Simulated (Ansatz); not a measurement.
System: H3 (cation, charge +1), singlet: symmetric bend, bond length relaxed. Scanned: H-H-H angle. Other coordinates (H-H bond length) were minimised at PBE0/def2-TZVP.

The free coordinates were minimised at PBE0/def2-TZVP in PySCF; the energy column is full CI/aug-cc-pVDZ, frozen core (Ansatz, a first-principles code), in kcal/mol.

| a / ° | H-H bond length / Å | E |
|---|---|---|
| 180 | 0.820 | 39.3 |
| 168.70 | 0.820 | 39.0 |
| 159.92 | 0.819 | 38.1 |
| 151.54 | 0.817 | 36.9 |
| 137.57 | 0.814 | 33.6 |
| 127.73 | 0.812 | 30.4 |
| 119.59 | 0.811 | 27.2 |
| 109.01 | 0.811 | 22.3 |
| 100.78 | 0.812 | 18.0 |
| 90.71 | 0.817 | 12.3 |
| 81.80 | 0.826 | 7.4 |
| 67.68 | 0.854 | 1.2 |
| 60 | 0.882 | 0.0 |
